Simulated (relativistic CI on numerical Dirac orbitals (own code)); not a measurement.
A reference radial Dirac CI calculation of Ne⁸⁺ gave the lowest total energy -93.96043 Ha in 21 SCF steps, from this input:

```
atom Ne  Z=10  charge=8  electrons=2
nucleus A=20  rms_radius_fm=3.0055
hamiltonian dirac-coulomb  breit=on  qed=on  c_scale=1
orbitals kli  potential=per-configuration
slater_scale 1
correlation none
mixing on
grid step=0.0125 r_max=10.3
scf mixing=0.4 start=green max_iterations=150 tolerance=2e-08 node_fill=0.05
configurations
  1s2
  1s 2s
  1s 2p
end
```

One setting was then changed, and the output read:

```
SCF 1: 1s2
 iter      energy (Ha)   residual   last orbital (Ha)
    1       -93.865001   6.44e-01    -48.95008
    2       -93.941178   3.84e-01    -46.89894
error: SCF of 1s2 did not converge
end: not converged
```

Q: Which setting was changed?
A. Slater scale
B. iteration limit
C. grid step
D. speed of light

A: B. The iteration limit 2. This setting is bad on purpose; its numbers may not be properties of the ion.
